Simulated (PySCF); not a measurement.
SMILES [SiH3]N([SiH3])[SiH3] (GFN2-xTB optimised geometry):

```
13

Si    -0.849    -1.390    -0.421
N      0.006     0.072     0.000
Si     1.750     0.072     0.000
Si    -0.850     1.592     0.000
H     -0.935    -1.534    -1.879
H     -2.189    -1.299     0.156
H     -0.109    -2.513     0.152
H      2.265     0.256    -1.362
H      2.191     1.171     0.856
H      2.191    -1.215     0.535
H     -0.114     2.513     0.864
H     -0.935     2.135    -1.361
H     -2.191     1.343     0.526
```

Calculation: B3LYP/def2-TZVP in PySCF.

Problem. What are the frontier orbital energies and the dipole moment?

Solution. HOMO-2 -9.42 eV, HOMO-1 -9.19 eV, HOMO -7.37 eV, LUMO -0.52 eV, LUMO+1 0.48 eV; dipole moment 0.02 D.

On the same geometry PBE/def2-TZVP run with PySCF gives HOMO-2 -8.28 eV, HOMO-1 -8.04 eV, HOMO -6.32 eV, LUMO -1.22 eV, LUMO+1 -0.17 eV; dipole moment 0.04 D.

Meta-Löwdin charges at B3LYP/def2-TZVP: Si1 0.64, N2 -0.88, Si3 0.64, Si4 0.64, H5 -0.13, H6 -0.11, H7 -0.11, H8 -0.13, H9 -0.11, H10 -0.11, H11 -0.11, H12 -0.13, H13 -0.11.
